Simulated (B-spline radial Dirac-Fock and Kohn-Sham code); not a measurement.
Ta⁵⁺: non-radiative channels of the N5 vacancy

System: Ta⁵⁺, configuration 1s2 2s2 2p6 3s2 3p6 3d10 4s2 4p6 4d10 4f14 5s2 5p6.

Input of the calculation (task.json; shells as n, l, electrons):

```json
{"items": [{
  "Z": 73,
  "q": 5,
  "cfg": [[1, 0, 2], [2, 0, 2], [2, 1, 6], [3, 0, 2], [3, 1, 6], [3, 2, 10], [4, 0, 2], [4, 1, 6], [4, 2, 10], [4, 3, 14], [5, 0, 2], [5, 1, 6]],
  "A": 181,
  "rrms": 5.3507,
  "do": ["binding", "quiet", "decay"],
  "holes": ["K", "L1", "L2", "L3", "M1", "M2", "M3", "M4", "M5", "N1", "N2", "N3", "N4", "N5", "N6", "N7"]
}]}
```

Launch: `python xray_run.py task.json out`

Calculated with a radial B-spline solver, using independent-particle rates on relativistic LDA orbitals of the hole state (multipoles up to L = 3, Coulomb Auger matrix elements, transition energies from Dirac-Fock). Kinetic energies are configuration averages from the vacuum level; the two-hole energies are estimated from single-hole states.

```
transition  kinetic energy (eV)  width (meV)  share (%)
   N5-O1O3                41.60         25.3        0.4
   N5-N6O1                43.56         60.6        0.9
   N5-N7O1                45.46          487        7.4
   N5-N6O2                77.97         35.9        0.5
   N5-N7O2                79.68          478        7.3
   N5-N6N6                87.59         73.1        1.1
   N5-N6O3                88.17         98.9        1.5
   N5-N6N7                88.85         2710       41.2
   N5-N7O3                90.14          560        8.5
   N5-N7N7                91.32         2010       30.5
```

Coster-Kronig rates are the weakest part of this model and often come out 1.5 to 2.5 times too large. Super-Coster-Kronig decay this fast strains the one-particle picture, and such widths tend to come out too large. The listed channels hold 99 % of the non-radiative rate. Summed by principal shells, of 6.57 eV in all: NNN 72.9 %, NNO 26.2 %, NOO 1.0 %.
